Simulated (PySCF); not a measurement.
# Computed properties of C3H6BNO, SMILES CB(O)CC#N

C3H6BNO, SMILES CB(O)CC#N. Coordinates come from a ωB97X-D3(BJ)/def2-SVP optimisation. The structure was generated by enumeration, and PubChem lists no compound with its InChIKey, so it may never have been made. The values are those of a single conformer. All values are computed for the isolated molecule unless a solvent is named; none is compared with measurement here.

**Structure.** All 30 harmonic modes at ωB97X-D3(BJ)/def2-SVP (PySCF) are real, so it is a minimum. With heavy atoms numbered as in [CH3:1][B:2]([OH:3])[CH2:4][C:5]#[N:6], the shortest bond between them is C5–N6 at 1.158 Å and the longest B2–C4 at 1.614 Å.

**Vibrations.** The strongest infrared lines (harmonic, unscaled, degenerate partners summed) lie at 1347 cm⁻¹ (211 km/mol, H 41 %, B 27 %, C 23 %, O 8 %), 1418 cm⁻¹ (117 km/mol, H 61 %, B 24 %, C 8 %), 1281 cm⁻¹ (108 km/mol, H 59 %, C 25 %, B 14 %). The softest mode is at 35 cm⁻¹ and the zero-point energy is 58.3 kcal/mol.

**Electronic structure.** PBE0/def2-TZVP (PySCF) places the frontier levels at -8.95 and -0.09 eV, a gap of 8.86 eV, and gives a dipole moment of 3.40 D and a mean polarisability of 55.5 bohr³. PBE/def2-TZVP (PySCF) at the same geometry gives -7.57 and -1.13 eV, so its gap is 2.42 eV narrower. An orbital gap is neither the optical nor the fundamental gap.

**Excitations.** TDA-PBE0/def2-SVPD (PySCF) has S1 at 7.14 eV (174 nm, f = 0.000, dark); the most intense of the 10 singlets computed lies at 8.10 eV (f = 0.02). T1 (TDA) is at 6.32 eV, 0.82 eV under S1. TDA-PBE/def2-SVPD (PySCF) puts S1 at 6.56 eV. No vertical singlet excitation falls in the visible range (under 3.1 eV).

**NMR.** GIAO shifts at HF/pcSseg-1 (PySCF) (non-relativistic, atoms alike by connectivity averaged): ¹³C from 6.5 to 131.9 ppm against TMS; ¹H from 0.9 to 6.7 ppm against TMS; ¹¹B at 36.5 ppm against BF3.
